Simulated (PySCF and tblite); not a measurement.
Values are calculated unless marked as measured or tabulated.
System: C5H4O2, numbered as in [O:1]=[CH:2][c:3]1[cH:4][cH:5][o:6][cH:7]1.

The path came from a restrained scan, a climbing-image band and a saddle search at GFN2-xTB; energies are B3LYP/pcSseg-1 + D3(BJ)//PBE0-D3(BJ)/def2-SVP, thermal terms GFN2-xTB. Rates follow Eyring's equation with the number of equivalent paths and no tunnelling. Run with tblite and PySCF.

(1) What barrier does the rotation about the C3–C2 bond (torsion C4–C3–C2–O1 from 180° to 360°, rising) meet, and how fast is it at 298 K?

Results:

(1) The electronic barrier is 9.0 kcal/mol and ΔG‡(298 K) 9.0 kcal/mol, over a C1 saddle with an imaginary mode of 150i cm⁻¹ (GFN2-xTB). With 2 equivalent paths, k is 3.1×10⁶ s⁻¹, a mean lifetime of the start of 320 ns against this motion. The end lies 0.9 kcal/mol below the start in free energy.
